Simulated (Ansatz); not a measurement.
Basis-set extrapolation for `O[SiH2]PO` (PBE0-D4/def2-TZVP geometry, frozen core, Ansatz). Multiplicity 1, RHF reference.

```csv
,def2-TZVPP,def2-QZVPP
HF,-782.458344,-782.485243
MP2 correlation,-0.758475,-0.820842
CCSD(T) correlation,-0.825659,not run
```

Energies in hartree. Use E(X) = E(∞) + A·exp(−7.88·√X) for Hartree–Fock and E(X) = E(∞) + B·X^(−2.97) for correlation, with X = 3 and 4, and add CCSD(T) minus MP2 of the smaller set to the MP2 limit.

Question: What is the CCSD(T) energy at the basis-set limit?

Answer: HF limit: -782.485243 + (-0.026899) × 0.13774 = -782.48895. MP2 limit: -0.820842 + (-0.062367) × 0.74074 = -0.86704. Higher-order term: -0.825659 − (-0.758475) = -0.06718. Total: -783.42317 hartree, 87.3 kcal/mol below CCSD(T)/def2-TZVPP.
